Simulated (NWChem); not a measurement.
**Excited singlets of HCl₂Ga by symmetry**

```xyz
4

Ga     0.0000     0.0000     0.5656
H      0.0000     0.0000     2.1130
Cl    -1.8054     0.0000    -0.5779
Cl     1.8054     0.0000    -0.5779
```
Charge 0, spin multiplicity 1.

All runs are NWChem calculations. Structure: optimised with PBE0/def2-SVP, a minimum by its harmonic frequencies.

Basis set: def2-SVPD. Symmetry labels belong to the abelian group C2v used in the runs, with the axes of the coordinates shown. Entries are the lowest vertical excitation energy of each symmetry in eV (for CIS and TDDFT among the lowest few roots); a state of one symmetry need not have the same character in every method. Symmetries that some method's roots don't reach, or where a double excitation leads the EOM-CCSD root, are left out.

The Hamiltonian is non-relativistic. The correlated methods keep 19 core orbitals frozen. B3LYP has NWChem's definition, with VWN1-RPA local correlation. The structure started from a generated list of species. Coupled-cluster values serve here as a point of comparison, not as the truth.

```json
[
 {"method": "CIS", "b2": "___", "a2": "___", "b1": "___", "a1": "___"},
 {"method": "TD-PBE", "b2": "5.36", "a2": "5.26", "b1": "5.73", "a1": "6.07"},
 {"method": "TD-B3LYP", "b2": "5.78", "a2": "5.73", "b1": "6.18", "a1": "6.54"},
 {"method": "TD-BHandHLYP", "b2": "6.46", "a2": "6.55", "b1": "6.98", "a1": "7.33"},
 {"method": "EOM-CCSD", "b2": "6.49", "a2": "6.71", "b1": "7.13", "a1": "7.59"}
]
```

What belongs in the gaps?


- CIS, b2: 7.47
- CIS, a2: 7.88
- CIS, b1: 8.28
- CIS, a1: 8.55
